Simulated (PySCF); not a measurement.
# Structure revision by computed shifts

A compound C6H12F2Si gives the data below (simulated from a calculation) and was assigned the structure `C[C@@]1(F)C[C@@H](F)CC[SiH2]1`.

13C{1H} NMR (computed): δ 95.5 (C), 92.6 (CH), 48.1 (CH2), 40.3 (CH2), 36.8 (CH2), 23.1 (CH2).

1H NMR (400 MHz, computed): δ 4.65 (m, 1H), 3.95 (m, 3H), 2.78 (m, 1H), 2.22 (m, 1H), 2.20 (m, 1H), 1.95 (m, 1H), 1.83 (m, 1H), 1.67 (m, 1H), 1.40 (m, 1H), 1.18 (m, 1H).

No solvent, one averaged value for each set of equivalent atoms, single conformer, no relativistic terms. GFN2-xTB geometry; shieldings: GIAO PBE0/pcSseg-1; PySCF 2.14.

Referencing at the same level of theory: 1H (σref 31.72) and 13C (σref 186.93) vs TMS.

Question: Compare with the shifts computed for the proposed structure, pairing carbons in order of shift.

Answer: Structure with atom numbers: `[CH3:1][C@@:2]1([F:3])[CH2:4][C@@H:5]([F:6])[CH2:7][CH2:8][SiH2:9]1`; H(Xn) means a hydrogen on atom n.

| atom | computed for proposal | given list | difference |
| --- | --- | --- | --- |
| C5 | 94.0 | 95.5 | -1.5 |
| C2 | 93.8 | 92.6 | +1.2 |
| C4 | 50.8 | 48.1 | +2.7 |
| C7 | 35.0 | 40.3 | -5.3 |
| C1 | 28.7 | 36.8 | -8.1 |
| C8 | 5.7 | 23.1 | -17.4 |

The rms difference is 8.2 ppm and the largest -17.4 ppm at C8 (sp3 CH2 bonded to Si). The carbon types in order of shift don't match either: CH, C, CH2, CH2, CH3, CH2 for the proposal against C, CH, CH2, CH2, CH2, CH2 in the data. The proposal doesn't fit.

Question: Which isomer fits?

Answer: `InChI=1S/C6H12F2Si/c7-5-2-1-3-6(8,9)4-5/h5H,1-4H2,9H3/t5-,6-/m1/s1`.

Carbon types of the structure: 1 × C, 1 × CH, 4 × CH2, leaving 3 H on heteroatoms. δC 95.5: fully substituted sp3 carbon bonded to F and Si; deshielded by the electronegative neighbour. δC 92.6: sp3 CH bonded to F; pulled downfield by the heteroatom. δC 48.1, 40.3, 36.8, 23.1: sp3 CH2 in a ring; aliphatic region, no heteroatom directly attached. δH 4.65: hydrogen on an sp3 CH bonded to F; its carbon carries F, an electronegative neighbour.

Other isomers checked: C[C@@]1(F)CCC[Si@H](F)C1 (rms 22.5 ppm).

The shifts were computed for this structure.

Splittings by 19F in the carbon and heteronuclear signals aren't shown, as no couplings were computed. Shifts are as computed. Against solution values, carbons near 30 ppm lie about +3 ppm off and those near 130 ppm about +5 ppm. Of 1309 compounds with measured shifts, 239 miss one by over three times the rms of a fit or turn the order of signals round; such compounds aren't used in these exercises. No couplings were computed; multiplicities are counted from neighbouring protons, with m where these are inequivalent, close in shift, in a saturated or five-membered ring or joined by F or P, and br s for small geminal =CH2 splittings.
